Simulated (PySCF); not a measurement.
**Shifts of the heteroatoms**

Geometry (Å), atoms numbered from 1 in this order:
```xyz
13

C     1.469    0.421    0.742
C     0.955   -0.479   -0.342
O     1.609   -1.382   -0.793
C    -0.431   -0.210   -0.917
C    -1.539   -0.029    0.087
F    -1.584   -1.042    0.962
F    -2.728    0.024   -0.524
F    -1.414    1.102    0.798
H     0.919    0.231    1.668
H     1.308    1.472    0.492
H     2.527    0.222    0.903
H    -0.691   -1.047   -1.564
H    -0.395    0.700   -1.525
```

PySCF 2.14 calculation with σ from GIAO-B97-2/pcSseg-2 and PBE0-D3(BJ)/def2-TZVP structure; non-relativistic Hamiltonian, single conformer, fast rotation and ring inversion assumed for equivalent nuclei, gas phase.

(1) Predict the ¹⁹F NMR data.

(2) What are the ¹⁷O shifts?

Answers

(1) 
```csv
atoms,environment,σ (ppm),δ (ppm)
F6/F7/F8,fluorine of a CF3 group,250.9,-65.2
```

Shieldings were converted by a linear fit to measured shifts: ¹⁹F: δ = 163.32 − 0.949σ +9.6 on sp3 carbon (rms 4.2 ppm, 161 shifts, 5.7 ppm with the 8 outliers that the fit left out vs CFCl3, solution or neat liquid). Occasional misses reach two or three times the rms, and more in compound classes unlike the fitted ones.

On a 400 MHz spectrometer ¹⁹F resonates near 376.4 MHz, so 1 ppm is 376.4 Hz.

(2) 
```
atoms    environment  σ (ppm)  δ (ppm)
   O3  ketone oxygen   -350.5    606.0
```

Shieldings were converted by a linear fit to measured shifts: ¹⁷O: δ = 274.03 − 0.947σ (rms 12.2 ppm, 99 shifts vs liquid water, solution or neat liquid). A few per cent of atoms miss by over 2 rms, more outside the fitted compound classes.

On a 300 MHz spectrometer ¹⁷O resonates near 40.7 MHz, so 1 ppm is 40.7 Hz.
